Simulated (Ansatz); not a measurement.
Consider the hydrogenolysis of the Al–Br bond: `[Br][Al]1[CH2][S]1` + H₂ → `[CH2]1[AlH][S]1` + HBr.

Isolated molecules relaxed with PBE0-D4/def2-TZVP in Ansatz; ΔE leaves out vibrations. CCSD(T)/CBS adds triple-zeta CCSD(T) − MP2 to the extrapolated MP2 energy (def2 sets, frozen cores). This one scheme is used for every species. DFT in def2-TZVPP. For Br outer-core shells are correlated without core-valence functions, which leaves a few kJ/mol of doubt a bond. Scalar relativity is left out up to krypton.

```tsv
level	ΔE (kJ/mol)
revPBE-D4	130.4
r2SCAN0-D4	136.5
ωB97M-V	129.3
PBE-QIDH	134.4
LC-ωPBE	124.3
SCS-MP2/def2-TZVPP	135.2
CCSD(T)/def2-TZVPP	131.6
HF/CBS(def2)	122.8
```

Task: What does CCSD(T)/CBS give? (Estimate.)

Result: The calculation gave: +134.2 kJ/mol. The listed levels differ from it by -3.8, 2.3, -4.9, 0.2, -9.9, 1.0, -2.6, -11.4 kJ/mol.

Task: What do rigid-rotor, harmonic-oscillator terms from PBE0-D4/def2-TZVP frequencies (298.15 K, 1 bar) make of the CCSD(T)/CBS value? (An estimate is asked.)

Result: Ansatz gave: ΔZPE = +3.2 kJ/mol, ΔH = +134.1 kJ/mol, ΔS = 21 J/(mol·K), ΔG = +128.0 kJ/mol.

Largest T1 diagnostic among the species: 0.014.

Leaving LDA and LC-ωPBE aside and taking each functional with its dispersion term where it has one, the values, not all of them listed here, spread over 17.1 kJ/mol, from B97M-V to r2SCAN-D4. LDA lies −4.7 kJ/mol from PBE without D4. The D4 term adds +5.9 kJ/mol with B3LYP and +3.4 kJ/mol with PBE0; it sums over pairs of atoms, weighted by their polarisabilities, and B3LYP, whose exchange is more repulsive, gets the larger term. From BLYP to BHLYP (50 % exact exchange), in def2-TZVPP and without D4, ΔE moves by +3.6 kJ/mol.

B3LYP here is the variant with VWN-RPA as its local correlation; programs differ in this.
